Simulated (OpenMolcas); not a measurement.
Predicting a hybrid from its neighbours: SiHClF2

SiHClF2: 5 atoms, total charge 0, spin state singlet. SMILES: `F[SiH](F)Cl`. The shape is that of a PBE0-D4/def2-TZVP optimisation.

The HOMO–LUMO gap y, in eV, basis 6-311+G(d,p); a is the functional's share of exact exchange. Programs: OpenMolcas 26.06.

```
functional     program     a  y (eV)
       PBE  OpenMolcas     0    8.03
    r2SCAN  OpenMolcas     0    8.96
     B3LYP  OpenMolcas   0.2    9.69
      PBE0  OpenMolcas  0.25       ?
     BHLYP  OpenMolcas   0.5   12.01
```

Q: Fit y = c + s·a to the known rows and predict PBE0.

A: 
1. Means of the 4 rows: a = 0.1750, y = 9.672.
2. Σ(Δa)² = 0.1675, Σ(Δa·Δy) = 1.1723, so the slope is 1.1723/0.1675 = 6.9988.
3. Intercept: 9.672 − (6.9988) × 0.1750 = 8.447. The largest residual of the fit is 0.51.
4. PBE0: 8.447 + (6.9988) × 0.25 = 10.20 eV.

The run gave 10.26 eV, so the prediction is off by -0.06 eV, within the largest residual. Exact exchange lowers occupied levels and raises empty ones. The rows mix families of semi-local functionals, which the line can't see.
